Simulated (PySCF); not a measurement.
Compound: C₅H₁₀OSi.
Atom-mapped SMILES: `[CH2:1]=[CH:2]/[CH:3]=[CH:4]/[CH2:5][O:6][SiH3:7]` (hydrogens: H8, H9 on C1; H10 on C2; H11 on C3; H12 on C4; H13, H14 on C5; H15, H16, H17 on Si7)

Computed with core-valence-separated Tamm–Dancoff BHandHLYP/aug-pcX-1 (pcseg-1 on H, def2-SVPD on Si) in PySCF, non-relativistic, gas phase, PBE0-D3(BJ)/def2-SVP geometry. Absolute energies from this functional tend to lie a few eV below measured edges; no shift was applied.

(1) What does the O 1s absorption edge look like?

(2) What does the C 1s absorption edge look like?

Results:

(1) 
```csv
E (eV),f,core hole on,main final orbital
532.40,0.0073,O6,LUMO (45 %)
533.27,0.0187,O6,LUMO (34 %)
533.90,0.0098,O6,spread
534.21,0.0034,O6,LUMO+1 (35 %)
534.32,0.0088,O6,spread
534.63,0.0078,O6,spread
534.79,0.0057,O6,LUMO+6 (34 %)
```

The first line with a tenth or more of the strongest one's intensity is at 532.40 eV (f = 0.007), with the hole on O6 (silyl ether oxygen). The strongest listed is at 533.27 eV (f = 0.019; O6).

(2) 
```tsv
E (eV)	f	core hole on	main final orbital	polarisation
282.29	0.0565	C1	LUMO (71 %)	normal to the local trigonal plane
282.40	0.0596	C4	LUMO (72 %)	normal to the local trigonal plane
282.71	0.0307	C2	LUMO (66 %)	normal to the local trigonal plane
282.77	0.0793	C3	LUMO (68 %)	normal to the local trigonal plane
285.78	0.0095	C1	LUMO+2 (68 %)	in the local trigonal plane
286.11	0.0034	C2	LUMO+3 (47 %)	in the local trigonal plane
286.12	0.0216	C3	LUMO+1 (42 %)	in the local trigonal plane
286.17	0.0325	C1	spread	in the local trigonal plane
286.18	0.0258	C4	LUMO+3 (54 %)	in the local trigonal plane
286.26	0.0115	C3	LUMO+8 (35 %)	normal to the local trigonal plane
286.31	0.0094	C2	LUMO+8 (34 %)	normal to the local trigonal plane
286.39	0.0181	C5	LUMO (76 %)	–
286.81	0.0004	C4	LUMO+1 (80 %)	–
287.00	0.0003	C2	LUMO+2 (59 %)	–
287.06	0.0001	C3	LUMO+3 (76 %)	–
287.13	0.0013	C1	LUMO+8 (38 %)	normal to the local trigonal plane
287.15	0.0023	C4	spread	normal to the local trigonal plane
287.25	0.0171	C5	LUMO+1 (57 %)	–
287.28	0.0018	C1	LUMO+6 (47 %)	mixed
287.34	0.0019	C3 + C4	spread (2 roots, f summed)	–
287.41	0.0062	C1	spread	normal to the local trigonal plane
287.43	0.0014	C4	spread	mixed
```

The first line with a tenth or more of the strongest one's intensity is at 282.29 eV (f = 0.056), with the hole on C1 (terminal =CH2 carbon), polarised normal to the local trigonal plane: a 1s→π* resonance. The strongest listed is at 282.77 eV (f = 0.079; C3, 1s→π*).

Roots within 0.03 eV whose holes lie on the same, on equivalent or on shared atoms are summed into one line, and the highest roots are left out, as the search may have cut off their partners. Final orbitals are the ground state's empty Kohn–Sham orbitals. A dash: too weak, shared between unlike atoms, or no plane or axis to refer to.

Q: What are the wavelength and the wavenumber of the 534.21 eV line?

A: λ = 12398.42 eV Å/534.21 eV = 23.209 Å; 4.3087 × 10⁶ cm⁻¹.

Only the lowest roots of each edge were sought.

Time: 26 s wall; peak memory 1.1 GiB. Hardware: Arm Neoverse V2, one thread, shared host with 192 logical CPUs at a one-minute load of 76.

The values belong to the conformer `[CH2:1]=[CH:2]/[CH:3]=[CH:4]/[CH2:5][O:6][SiH3:7]`: C1–C2–C3–C4 -179°, C3–C4–C5–O6 132°, C4–C5–O6–Si7 180°.
